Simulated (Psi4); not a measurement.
C$_{6}$H$_{6}$O, charge -1, doublet (typed; the unrestricted solution is spin-contaminated), geometry from GFN2-xTB (a state made from the parent by changing its charge; the spin is typed, not shown lowest) (a gas-phase anion, which may not be bound at this level); Psi4 with MP2/STO-3G.

Input for Psi4:
```
memory 2 GB

molecule mol {
-1 2
O     2.303248   -0.290449   -0.286432
C     0.911612   -0.122110   -0.116577
C     0.082304   -1.143964   -0.518850
C    -1.351792   -0.974351   -0.345545
C    -1.829961    0.195291    0.211657
C    -0.993544    1.214687    0.612345
C     0.442369    1.052634    0.442309
H     2.704579    0.518689    0.049408
H     0.484973   -2.049225   -0.952313
H    -2.021044   -1.769345   -0.656879
H    -2.908102    0.316867    0.339282
H    -1.377181    2.131133    1.049537
H     1.124869    1.842361    0.750383
}

set {
  basis sto-3g
  reference uhf
  freeze_core true
  mp2_type conv
  scf_type pk
  puream true
  d_convergence 1e-8
}

energy('mp2')
print_variables()
```

What the program printed (banner, timings and long lists left out):

```
   => Loading Basis Set <=

    Name: STO-3G
    Role: ORBITAL
    Keyword: BASIS

         ---------------------------------------------------------
                                   SCF
               by Justin Turney, Rob Parrish, Andy Simmonett
                          and Daniel G. A. Smith
                              UHF Reference
         ---------------------------------------------------------

  ==> Geometry <==

    Molecular point group: c1
    Full point group: C1

    Geometry (in Angstrom), charge = -1, multiplicity = 2:

       Center              X                  Y                   Z               Mass
    ------------   -----------------  -----------------  -----------------  -----------------
         O            2.282357108662    -0.280015004243    -0.280334338911    15.994914619570
         C            0.890721108662    -0.111676004243    -0.110479338911    12.000000000000
         C            0.061413108662    -1.133530004243    -0.512752338911    12.000000000000
         C           -1.372682891338    -0.963917004243    -0.339447338911    12.000000000000
         C           -1.850851891338     0.205724995757     0.217754661089    12.000000000000
         C           -1.014434891338     1.225120995757     0.618442661089    12.000000000000
         C            0.421478108662     1.063067995757     0.448406661089    12.000000000000
         H            2.683688108662     0.529122995757     0.055505661089     1.007825032230
         H            0.464082108662    -2.038791004243    -0.946215338911     1.007825032230
         H           -2.041934891338    -1.758911004243    -0.650781338911     1.007825032230
         H           -2.928992891338     0.327300995757     0.345379661089     1.007825032230
         H           -1.398071891338     2.141566995757     1.055634661089     1.007825032230
         H            1.103978108662     1.852794995757     0.756480661089     1.007825032230

  Running in c1 symmetry.

  Rotational constants: A =      0.18782  B =      0.08542  C =      0.05872 [cm^-1]
  Rotational constants: A =   5630.76568  B =   2560.81462  C =   1760.26439 [MHz]
  Nuclear repulsion =  269.007798308252973

  Charge       = -1
  Multiplicity = 2
  Electrons    = 51
  Nalpha       = 26
  Nbeta        = 25

  ==> Algorithm <==

  SCF Algorithm Type is PK.
  DIIS enabled.
  MOM disabled.
  Fractional occupation disabled.
  Guess Type is SAD.
  Energy threshold   = 1.00e-08
  Density threshold  = 1.00e-08
  Integral threshold = 1.00e-12

  ==> Primary Basis <==

  Basis Set: STO-3G
    Blend: STO-3G
    Number of shells: 27
    Number of basis functions: 41
    Number of Cartesian functions: 41
    Spherical Harmonics?: true
    Max angular momentum: 1

  ==> Integral Setup <==

  Using in-core PK algorithm.
   Calculation information:
      Number of atoms:                  13
      Number of AO shells:              27
      Number of primitives:             81
      Number of atomic orbitals:        41
      Number of basis functions:        41

      Integral cutoff                 1.00e-12
      Number of threads:                 1

  Performing in-core PK
  Using 742182 doubles for integral storage.
  We computed 65601 shell quartets total.
  Whereas there are 71631 unique shell quartets.

  ==> DiskJK: Disk-Based J/K Matrices <==

    J tasked:                  Yes
    K tasked:                  Yes
    wK tasked:                  No
    Schwarz Cutoff:          1E-12

  Minimum eigenvalue in the overlap matrix is 1.7501209429E-01.
  Reciprocal condition number of the overlap matrix is 6.9801284079E-02.
    Using symmetric orthogonalization.

  ==> Pre-Iterations <==

  SCF Guess: Superposition of Atomic Densities via on-the-fly atomic UHF (no occupation information).

   -------------------------
    Irrep   Nso     Nmo
   -------------------------
     A         41      41
   -------------------------
    Total      41      41
   -------------------------

  ==> Iterations <==

                        Total Energy        Delta E     RMS |[F,P]|

   @UHF iter SAD:  -297.04157098101518   -2.97042e+02   0.00000e+00
   @UHF iter   1:  -301.43949500557761   -4.39792e+00   7.28390e-03 ADIIS/DIIS
   @UHF iter   2:  -301.50915736324447   -6.96624e-02   2.23651e-03 ADIIS/DIIS
   @UHF iter   3:  -301.51741345813673   -8.25609e-03   1.03379e-03 ADIIS/DIIS
   @UHF iter   4:  -301.52092681167204   -3.51335e-03   6.17256e-04 ADIIS/DIIS
   @UHF iter   5:  -301.52295359235706   -2.02678e-03   3.22247e-04 ADIIS/DIIS
   @UHF iter   6:  -301.52357938108730   -6.25789e-04   1.17844e-04 ADIIS/DIIS
   @UHF iter   7:  -301.52363380088309   -5.44198e-05   6.16529e-05 DIIS
   @UHF iter   8:  -301.52365707068657   -2.32698e-05   4.73003e-05 DIIS
   @UHF iter   9:  -301.52367588592523   -1.88152e-05   3.84947e-05 DIIS
   @UHF iter  10:  -301.52370314743405   -2.72615e-05   2.48874e-05 DIIS
   @UHF iter  11:  -301.52371717193097   -1.40245e-05   1.10111e-05 DIIS
   @UHF iter  12:  -301.52371887769186   -1.70576e-06   6.00764e-06 DIIS
   @UHF iter  13:  -301.52371922741827   -3.49726e-07   4.01117e-06 DIIS
   @UHF iter  14:  -301.52371940643604   -1.79018e-07   2.54809e-06 DIIS
   @UHF iter  15:  -301.52371950543278   -9.89967e-08   1.11936e-06 DIIS
   @UHF iter  16:  -301.52371952337285   -1.79401e-08   4.98639e-07 DIIS
   @UHF iter  17:  -301.52371952556166   -2.18881e-09   2.18563e-07 DIIS
   @UHF iter  18:  -301.52371952584525   -2.83592e-10   9.44121e-08 DIIS
   @UHF iter  19:  -301.52371952590039   -5.51381e-11   4.74716e-08 DIIS
   @UHF iter  20:  -301.52371952591506   -1.46656e-11   2.88192e-08 DIIS
   @UHF iter  21:  -301.52371952592267   -7.61702e-12   1.82976e-08 DIIS
   @UHF iter  22:  -301.52371952592694   -4.26326e-12   8.62611e-09 DIIS
  Energy and wave function converged.

  ==> Post-Iterations <==

   @Spin Contamination Metric:   1.651519437E-01
   @S^2 Expected:                7.500000000E-01
   @S^2 Observed:                9.151519437E-01
[...]
  @UHF Final Energy:  -301.52371952592694
    Total Energy =                       -301.5237195259269356
  DIE_IF_NOT_CONVERGED          => (empty)
[...]
  FREEZE_CORE                   => TRUE            !
  FREEZE_CORE_POLICY            => (empty)
  FROZEN_DOCC                   => (empty)
  FROZEN_UOCC                   => (empty)
  INTEGRAL_PACKAGE              => (empty)
  IP_POLES                      => (empty)
  LEVEL_SHIFT                   => (empty)
  LITERAL_CFOUR                 => (empty)
  LS_THC_BASIS_TOLERANCE        => (empty)
  LS_THC_DF                     => (empty)
  LS_THC_PRUNING_SCHEME         => (empty)
  LS_THC_RADIAL_POINTS          => (empty)
  LS_THC_SPHERICAL_POINTS       => (empty)
  LS_THC_S_EPSILON              => (empty)
  LS_THC_WEIGHTS_TOLERANCE      => (empty)
  MAT_NUM_COLUMN_PRINT          => (empty)
  MAX_MOGRAD_CONVERGENCE        => (empty)
  MAX_RADIAL_MOMENT             => (empty)
  MBIS_D_CONVERGENCE            => (empty)
  MBIS_MAXITER                  => (empty)
  MBIS_PRUNING_SCHEME           => (empty)
  MBIS_RADIAL_POINTS            => (empty)
  MBIS_SPHERICAL_POINTS         => (empty)
  MOGRAD_DAMPING                => (empty)
  MOLDEN_WITH_VIRTUAL           => (empty)
  MO_MAXITER                    => (empty)
  MO_READ                       => (empty)
  MO_STEP_MAX                   => (empty)
  MO_WRITE                      => (empty)
  MP2_OS_SCALE                  => (empty)
  MP2_SOS_SCALE                 => (empty)
  MP2_SOS_SCALE2                => (empty)
  MP2_SS_SCALE                  => (empty)
  MP2_TYPE                      => CONV            !
  MP_TYPE                       => (empty)
  NAT_ORBS                      => (empty)
  NUM_FROZEN_DOCC               => (empty)
  NUM_FROZEN_UOCC               => (empty)
  NUM_GPUS                      => (empty)
  OCC_ORBS_PRINT                => (empty)
  OEPROP                        => (empty)
  OPT_METHOD                    => (empty)
  ORBITAL_OPTIMIZER_PACKAGE     => (empty)
  ORB_OPT                       => FALSE           !
  ORB_RESP_SOLVER               => (empty)
  ORTH_TYPE                     => (empty)
  OS_SCALE                      => (empty)
  PARENT_SYMMETRY               => (empty)
  PCG_BETA_TYPE                 => (empty)
  PCG_CONVERGENCE               => (empty)
  PCG_MAXITER                   => (empty)
  PCM                           => (empty)
  PE                            => (empty)
  PRINT                         => (empty)
  PRINT_NOONS                   => (empty)
  PROPERTIES                    => (empty)
  PROPERTIES_ORIGIN             => (empty)
  PUREAM                        => TRUE            !
  QC_MODULE                     => (empty)
  RAS1                          => (empty)
  RAS2                          => (empty)
  RAS3                          => (empty)
  RAS4                          => (empty)
  RELATIVISTIC                  => (empty)
  RELAXED                       => (empty)
  REMP_A                        => (empty)
  RESTRICTED_DOCC               => (empty)
  RESTRICTED_UOCC               => (empty)
  RMS_MOGRAD_CONVERGENCE        => (empty)
  R_CONVERGENCE                 => (empty)
  SCF_TYPE                      => PK              !
  SCREENING                     => (empty)
  SCS_TYPE                      => (empty)
  SOCC                          => (empty)
  SOS_TYPE                      => (empty)
  SPIN_SCALE_TYPE               => NONE            !
  SS_SCALE                      => (empty)
  SYMMETRIZE                    => (empty)
  TPDM_ABCD_TYPE                => (empty)
  WFN                           => (empty)
  WFN_TYPE                      => OMP2            !
  WRITER_FILE_LABEL             => (empty)
  ZORA_BASIS_TOLERANCE          => (empty)
  ZORA_NR_DEBUG                 => (empty)
  ZORA_PRUNING_SCHEME           => (empty)
  ZORA_RADIAL_POINTS            => (empty)
  ZORA_SPHERICAL_POINTS         => (empty)

 ==============================================================================
 ==============================================================================
 ==============================================================================

                             MP2
                    Program Written by Ugur Bozkaya,
              Additional Contributions by J. P. Misiewicz

 ==============================================================================
 ==============================================================================
 ==============================================================================

	MO spaces per irreps...

	IRREP   FC   AOCC  BOCC  AVIR    BVIR  FV
	==========================================
	   A     7    19    18    15     16     0
	==========================================

	Computing MP2 energy using SCF MOs (Canonical MP2)...
	==============================================================================
	Nuclear Repulsion Energy (a.u.)    :   269.00779830825297
	SCF Energy (a.u.)                  :  -301.52371952592694
	REF Energy (a.u.)                  :  -301.52371952592694
	Alpha-Alpha Contribution (a.u.)    :    -0.02831272681315
	Alpha-Beta Contribution (a.u.)     :    -0.27426107637569
	Beta-Beta Contribution (a.u.)      :    -0.03703339561441
	Scaled_SS Correlation Energy (a.u.):    -0.02178204080919
	Scaled_OS Correlation Energy (a.u.):    -0.32911329165083
	SCS-MP2 Total Energy (a.u.)        :  -301.87461485838702
	SOS-MP2 Total Energy (a.u.)        :  -301.85283281757779
	SCSN-MP2 Total Energy (a.u.)       :  -301.63872870139943
	SCS-MP2-VDW Total Energy (a.u.)    :  -301.90744676490164
	SOS-PI-MP2 Total Energy (a.u.)     :  -301.90768503285290
	MP2 Correlation Energy (a.u.)      :    -0.33960719880326
	MP2 Total Energy (a.u.)            :  -301.86332672473020
	==============================================================================

  Variable Map:
  ----------------------------------------------------------------------------
[...]
  Array Variable Map:
  ----------------------------------------------------------------------------
[...]
[...]
```
